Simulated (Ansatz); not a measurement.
Reactions of `ClC(Cl)(Cl)Br`.

Calculated with Ansatz (gas phase, PBE0-D4/def2-TZVP geometries, no zero-point term in ΔE). CBS: MP2 limit from def2 TZ/QZ plus the TZ coupled-cluster correction, frozen cores. This one scheme is used for every species, atoms too. No spin–orbit coupling; open shells (•) take unrestricted orbitals. Spin–orbit coupling would lower the free atoms: a little for C, Cl; clearly for Br. Bonds to Br are less sure, by a few kJ/mol each and by 10 to 20 or more in all where they break to atoms, as the def2 sets lack core-valence functions. Scalar relativity is left out up to krypton.

(1) Order these by ΔE at CCSD(T)/CBS, lowest first. (Estimate.)
A. `ClC(Cl)(Cl)Br` + H₂ → `ClC(Cl)Br` + HCl
B. `ClC(Cl)(Cl)Br` + H–F → `FC(Cl)(Cl)Cl` + HBr
C. `ClC(Cl)(Cl)Br` → `Cl[C](Cl)Br`• + Cl•
D. `ClC(Cl)(Cl)Br` + `ClCCl` → `ClC(Cl)C(Cl)(Cl)Cl` + HBr
E. `ClC(Cl)(Cl)Br` → Br• + C• + 3 Cl•

Largest T1 diagnostic: 0.014, for `Cl[C](Cl)Br`•.

Answers

(1) A (-116.0 kJ/mol), D (-48.9 kJ/mol), B (-3.2 kJ/mol), C (+296.8 kJ/mol), E (+1270.8 kJ/mol).
